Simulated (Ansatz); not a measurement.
Reaction (formal exchange of groups at a C–Si bond): `N[SiH]([SiH3])CCl` + `CCCCl` → `CCC(Cl)CCl` + `N[SiH2][SiH3]`

Computed with Ansatz on PBE0-D4/def2-TZVP structures; ΔE is electronic, products minus reactants. CBS: MP2 limit from def2 TZ/QZ plus the TZ coupled-cluster correction, frozen cores. This one scheme is used for every species. Functionals use def2-TZVPP. One conformer a species, not always the lowest.

```csv
level,ΔE (eV)
PBE-D4,0.26
ωB97X-V,0.23
HF/def2-TZVPP,0.24
MP2/def2-TZVPP,0.19
```

What does CCSD(T)/CBS give? (Estimate.)

The calculation gave: +0.23 eV. The listed levels differ from it by 0.03, 0.00, 0.01, -0.04 eV.

Largest T1 diagnostic among the species: 0.011.

In def2-TZVPP, CCSD(T) changes the Hartree–Fock value by −0.04 eV (the triples alone add −0.01 eV) and MP2 by −0.05 eV.
